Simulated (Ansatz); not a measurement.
C₂H₇AlSSi (`C=C[SiH2][S][AlH2]`), relaxed with RKS PBE-D4/def2-SVP in Ansatz 0.2.0 from a rough embedded geometry. The force threshold is 0.03 eV/Å; the program also tests the step.

Charge 0, multiplicity 1.

Start:

```xyz
12

C    -1.177   -1.568    0.702
C    -1.132   -0.309    0.542
Si   -0.578    0.390   -1.049
S     1.421   -0.201   -1.599
Al    2.327    1.010    0.165
H    -1.486   -2.043    1.680
H    -0.884   -2.310   -0.084
H    -1.416    0.360    1.296
H    -1.533   -0.087   -2.149
H    -0.684    1.873   -1.024
H     2.416    0.364    1.632
H     2.725    2.520   -0.112
```

```json
{"step": "1", "energy (eV)": "-27473.1497", "largest force (eV/Å)": "4.974", "largest move (Å)": "0.000"}
{"step": "2", "energy (eV)": "-27473.5223", "largest force (eV/Å)": "1.063", "largest move (Å)": "0.115"}
{"step": "3", "energy (eV)": "-27473.5467", "largest force (eV/Å)": "0.462", "largest move (Å)": "0.155"}
{"step": "4", "energy (eV)": "-27473.5759", "largest force (eV/Å)": "0.274", "largest move (Å)": "0.137"}
{"step": "5", "energy (eV)": "-27473.5919", "largest force (eV/Å)": "0.270", "largest move (Å)": "0.157"}
{"step": "6", "energy (eV)": "-27473.6059", "largest force (eV/Å)": "0.352", "largest move (Å)": "0.195"}
{"step": "7", "energy (eV)": "-27473.6255", "largest force (eV/Å)": "0.438", "largest move (Å)": "0.162"}
{"step": "8", "energy (eV)": "-27473.6641", "largest force (eV/Å)": "0.236", "largest move (Å)": "0.200"}
{"step": "9", "energy (eV)": "-27473.6912", "largest force (eV/Å)": "0.227", "largest move (Å)": "0.195"}
{"step": "10", "energy (eV)": "-27473.7162", "largest force (eV/Å)": "0.286", "largest move (Å)": "0.196"}
{"step": "11", "energy (eV)": "-27473.7550", "largest force (eV/Å)": "0.267", "largest move (Å)": "0.200"}
{"step": "12", "energy (eV)": "-27473.7812", "largest force (eV/Å)": "0.327", "largest move (Å)": "0.194"}
{"step": "13", "energy (eV)": "-27473.8051", "largest force (eV/Å)": "0.260", "largest move (Å)": "0.195"}
{"step": "14", "energy (eV)": "-27473.8390", "largest force (eV/Å)": "0.137", "largest move (Å)": "0.200"}
{"step": "15", "energy (eV)": "-27473.8588", "largest force (eV/Å)": "0.115", "largest move (Å)": "0.200"}
{"step": "16", "energy (eV)": "-27473.8722", "largest force (eV/Å)": "0.094", "largest move (Å)": "0.195"}
{"step": "17", "energy (eV)": "-27473.8776", "largest force (eV/Å)": "0.045", "largest move (Å)": "0.164"}
{"step": "18", "energy (eV)": "-27473.8797", "largest force (eV/Å)": "0.149", "largest move (Å)": "0.090"}
{"step": "19", "energy (eV)": "-27473.8811", "largest force (eV/Å)": "0.048", "largest move (Å)": "0.038"}
{"step": "20", "energy (eV)": "-27473.8816", "largest force (eV/Å)": "0.047", "largest move (Å)": "0.072"}
{"step": "21", "energy (eV)": "-27473.8821", "largest force (eV/Å)": "0.028", "largest move (Å)": "0.018"}
```

End:

```xyz
12

C    -0.987   -1.252    1.025
C    -1.470   -0.224    0.300
Si   -0.643    0.503   -1.225
S     1.323   -0.367   -1.528
Al    2.343    0.563    0.193
H    -1.512   -1.643    1.914
H    -0.042   -1.756    0.749
H    -2.430    0.231    0.612
H    -1.441    0.191   -2.462
H    -0.558    1.999   -1.086
H     3.831    0.064    0.478
H     1.586    1.692    1.031
```

It took 33 s on 4 threads of an Arm Neoverse V1 on a shared host, with 0.17 GiB of host memory at the peak.
